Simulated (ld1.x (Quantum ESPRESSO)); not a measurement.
## Configuration tests for Te (TM)

```json
{
 "Element": "Te",
 "Generator": "ld1.x (Quantum ESPRESSO) 7.5",
 "Type": "norm-conserving Troullier–Martins (Kleinman–Bylander form)",
 "Functional": "PBEsol",
 "Relativity": "scalar-relativistic",
 "Frozen core": "[Kr]",
 "Valence charge": "16",
 "Reference configuration": "4d10 5s2 5p2 (charge +2)",
 "Partial waves": "5s (bound): rc 1.75 bohr; 4d (bound): rc 1.55 bohr; 5p (bound): rc 2.15 bohr",
 "Local potential": "the p channel",
 "Core correction": "none"
}
```

Energies are relative to the spin-unpolarised reference configuration 4d10 5s2 5p2; without spin polarisation the order of configurations can differ from experiment.

```json
{"valence configuration": "4d10 5s2 5p4", "charge": "0", "ΔE all-electron (eV)": "-27.722", "error AE − PS (meV)": "+19"}
{"valence configuration": "4d10 5s2 5p3", "charge": "+1", "ΔE all-electron (eV)": "-17.969", "error AE − PS (meV)": "+8.5"}
{"valence configuration": "4d10 5s2 5p1", "charge": "+3", "ΔE all-electron (eV)": "26.956", "error AE − PS (meV)": "-1.6"}
{"valence configuration": "4d9 5s2 5p4", "charge": "+1", "ΔE all-electron (eV)": "21.473", "error AE − PS (meV)": "-499"}
{"valence configuration": "4d10 5s0 5p6", "charge": "0", "ΔE all-electron (eV)": "-8.956", "error AE − PS (meV)": "-10"}
```

Task: What are ΔE and the potential's error for 4d10 5s2 5p0?

Result: ΔE = 63.479 eV all-electron; the error (AE − PS) is +11 meV.

Task: What are ΔE and the potential's error for 4d10 5s2 5p3.5?

Result: ΔE = -23.815 eV all-electron; the error (AE − PS) is +14 meV.

Levels in the configuration 4d10 5s2 5p4:

```csv
level,all-electron (eV),pseudo (eV)
4d,-41.588,-41.750
5s,-15.152,-15.170
5p,-5.968,-5.975
```

ld1.x printed “convergence not achieved” for 6 of the counted tests; their residual had stalled under 1e-8, short of the target of 1e-14.
